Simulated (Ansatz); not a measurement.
Single points on SnH2Me(SiH3) (CH8SiSn).

```yaml
crystal:
  periodic: [false, false, false]
  atoms:
    - {symbol: Sn, position_ang: [0.749422, 0.151786, 0.530838]}
    - {symbol: H, position_ang: [0.777095, 0.162881, 2.250219]}
    - {symbol: H, position_ang: [2.379248, 0.172835, -0.017206]}
    - {symbol: C, position_ang: [-0.240316, 1.945008, -0.162753]}
    - {symbol: H, position_ang: [0.283328, 2.829701, 0.228056]}
    - {symbol: H, position_ang: [-1.282300, 1.964506, 0.187572]}
    - {symbol: H, position_ang: [-0.230081, 1.982482, -1.261602]}
    - {symbol: Si, position_ang: [-0.427478, -1.976171, -0.309215]}
    - {symbol: H, position_ang: [-1.820666, -2.055310, 0.229799]}
    - {symbol: H, position_ang: [0.316180, -3.197061, 0.127504]}
    - {symbol: H, position_ang: [-0.504442, -1.980658, -1.803212]}
basis:
  gaussian: {orbitals: def2-TZVP, initial_orbitals: start.molden}
hamiltonian: {xc: {name: wB97X-V}}
scf: {omitted_lower_state_checks: [starts]}
output: {orbitals: {seedname: orbitals}}
```

The file start.molden holds the orbitals of an earlier run on this structure, at another level or in another basis.

```sh
$ ansatz run in.yaml --threads 4 --pin off --events-out ev --progress --plain --max-ram 3916MiB
```

Shortened log:

```
Functional definition: wB97X-V
1216 factors; their error is unknown
346 factors; integrals over basis functions are off by at most 1.4e-5 eV
mean field evaluation 1: about -14874.7210 eV, gradient 5.5e0 eV
mean field evaluation 2: about -14874.7846 eV, gradient 7.5e-2 eV
mean field evaluation 4: about -14874.8537 eV, gradient 1.1e-4 eV
mean field -14874.85370011 eV, -546.6407909410 hartree, gradient 1.6e-5 eV, S^2 0.000000; 0 other end points of the search recorded, 0 dependent functions left out
reference -14874.85369735 eV, -546.6407908398 hartree; 25, 25 occupied and 141, 141 virtual orbitals, 1216 factors
Total energy: -14874.85369735 eV, -546.6407908398 hartree
Checks for a lower state left out: starts
```

It took 11 s on 4 threads of Intel Xeon on a shared host.

The first input with `hamiltonian: {xc: pbe0, dispersion: d4}` (abridged; 3.7 s):

```
Functional definition: PBE0
mean field -14872.15462301 eV, -546.5416016873 hartree, gradient 7.3e-6 eV, S^2 0.000000
Total energy: -14872.33404498 eV, -546.5481953230 hartree
Checks for a lower state left out: starts
```

First input, but with `hamiltonian: {xc: r2scan, dispersion: d4}`, `output: {forces: true, orbitals: {seedname: orbitals}}` (abridged; 6 s):

```
Functional definition: r2SCAN
mean field -14877.48472300 eV, -546.7374792487 hartree, gradient 1.2e-5 eV, S^2 0.000000
Total energy: -14877.53590245 eV, -546.7393600591 hartree
Atom 0 force    -0.026249     0.051580    -0.018410 eV/Å
Atom 1 force     0.004675     0.011601    -0.087019 eV/Å
Atom 2 force    -0.080452     0.011175     0.032725 eV/Å
Atom 3 force    -0.076669     0.177064    -0.056682 eV/Å
Atom 4 force    -0.142282    -0.259610    -0.105034 eV/Å
Atom 5 force     0.298526    -0.021821    -0.099303 eV/Å
Atom 6 force    -0.004166    -0.028309     0.315146 eV/Å
Atom 7 force    -0.053636    -0.077196    -0.037600 eV/Å
Atom 8 force     0.143885     0.013497    -0.055403 eV/Å
Atom 9 force    -0.074053     0.117214    -0.042799 eV/Å
Atom 10 force     0.010421     0.004804     0.154379 eV/Å
Dipole moment:    -0.078172     0.125784    -0.054809 e Å
Checks for a lower state left out: starts
```

As the first input, with `hamiltonian: {xc: hse06, dispersion: d4}` (abridged; 4.8 s):

```
Functional definition: HSE06
mean field -14871.83003576 eV, -546.5296733259 hartree, gradient 5.8e-6 eV, S^2 0.000000
Total energy: -14871.99972835 eV, -546.5359094134 hartree
Checks for a lower state left out: starts
```

Geometry: r2SCAN-D4/def2-SVP.

In the def2 sets Sn takes a core potential; there is no spin–orbit coupling. HSE06 is defined as in plane-wave codes, on full-range PBE exchange.
